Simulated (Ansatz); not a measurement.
Mulliken charges of C₂H₄BNS₂ (`CSC1=NBS1`) from ωB97M-V/def2-TZVPP in Ansatz (PBE0-D4/def2-TZVP geometry).

```tsv
atom	x (Å)	y (Å)	z (Å)	charge (e)
C1	-0.607	-1.606	1.021	-0.378
S2	0.902	-1.280	0.100	0.103
C3	0.647	0.314	-0.470	0.141
N4	1.477	0.992	-1.197	-0.282
B5	0.559	2.101	-1.210	0.061
S6	-0.813	1.335	-0.165	-0.193
H7	-0.713	-0.905	1.848	0.158
H8	-1.476	-1.564	0.367	0.158
H9	-0.500	-2.616	1.416	0.141
H10	0.608	3.180	-1.708	0.092
```

By hand: the dipole of these point charges (1 e Å = 4.8032 D).

Σ q r = (-0.172, -0.356, 0.246) e Å, of length 0.466 e Å = 2.24 D.

How does the dipole of the full density compare? (Best estimate.)

Ansatz gave: (-0.413, -0.345, 0.365) e Å, 3.12 D; the point charges give 0.72 times that, at 20° from its direction.

Point charges leave out the atoms' own dipoles, such as those of lone pairs, and Mulliken's split depends on the basis, so the two needn't agree.
